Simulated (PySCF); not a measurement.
C3H8Mg. Atoms are numbered in the order given.

```xyz
12

Mg     1.6852     0.0222     0.0000
H      3.3547     0.3710     0.0000
C     -0.3870    -0.3958     0.0000
C     -1.0883     0.1312     1.2628
C     -1.0883     0.1312    -1.2628
H     -0.4946    -1.4991     0.0000
H     -2.1704    -0.1085     1.2666
H     -1.0153     1.2312     1.3473
H     -0.6644    -0.2917     2.1907
H     -0.6644    -0.2917    -2.1907
H     -2.1704    -0.1085    -1.2666
H     -1.0153     1.2312    -1.3473
```

The structure is a stationary point at ωB97X-D3(BJ)/def2-SVP.

Method: r2SCAN/def2-TZVP (PySCF).

Estimate the frontier levels, gap, dipole moment and polarisability. (An estimate is asked for; the answer gives what the named calculation found.)


```json
{
 "highest_occupied_level": "-5.13 eV",
 "lowest_empty_level": "-0.58 eV",
 "orbital_gap": "4.55 eV",
 "dipole_moment": "0.47 D",
 "quadrupole, principal values (traceless, Buckingham form, about the centre of nuclear charge)": "-13.45, 5.96, 7.50 D·Å",
 "mean_static_polarisability": "70.8 bohr³ (10.49 Å³)",
 "polarisability_principal_values": "60.1, 68.3, 84.0 bohr³"
}
```
